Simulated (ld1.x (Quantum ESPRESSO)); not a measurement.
The numbers below are computed, except where a source is named.
## Pseudopotentials across the periodic table

Generated with ld1.x 7.5 (TM, RRKJ, ultrasoft, PAW), atompaw 4.2 or ONCVPSP 4.0.1. The cutoff is in Ry: for ld1.x and atompaw files where the sum of valence levels is converged to 10 mRy in a Bessel basis, for ONCV files where the hardest occupied wave has 1 mHa per electron of residual kinetic energy. The error is the largest all-electron minus pseudo excitation energy over each file’s own four to seven test configurations (ionisations up to +4, promotions, holes and added fractions of an electron), all of which were solved. The labels leave out finer settings (local radius, basis sizes, second energies), which also bear on the numbers. Spin-polarised tests are not counted. The rows are a selection from randomly drawn settings: files with unsolved tests, undetermined cutoffs or missed reference levels are left out.

A true bound ghost makes a file unfit for plane-wave use even where its test errors are small: the radial tests pick states by their node count and pass the ghost by.

| element | potential | cutoff (Ry) | largest error (meV) | bound ghosts |
| --- | --- | --- | --- | --- |
| Cr | ultrasoft, LDA (PZ), scalar-relativistic, rc 1.65/1.45/2.35 (spd), local smoothed, core correction yes, reference 3s2 3p6 3d5 4s1 4p0 | 40 | +206 | none |
| Ni | ultrasoft, PBEsol, scalar-relativistic, rc 3.06/3.34/1.30 (spd), local smoothed, core correction yes, reference 3d8 4s2 4p0 | 70 | -210 | none |
| Sn | ultrasoft, PBE, scalar-relativistic, rc 2.05/2.50/1.80 (spd), local smoothed, core correction yes, reference 4d10 5s2 5p1 | 35 | +26 | none |
| Ce | TM, PBEsol, scalar-relativistic, rc 4.10/4.20/4.00 (spd), local s, core correction no, reference 5d1 6s2 6p0 | 10 | +63 | none |
| Bi | TM, LDA (PZ), non-relativistic, rc 1.60/2.40/2.40 (spd), local s, core correction no, reference 6s2 6p3 | 35 | +680 | d |

Question: Fill in the row for Rb: TM semilocal, LDA (PZ), scalar-relativistic, rc 3.25/4.00/4.20 (spd), local p, core correction yes, reference 4d1 5s0 5p0.

Answer: cutoff 6 Ry, largest error -2.9 meV, bound ghosts: none.
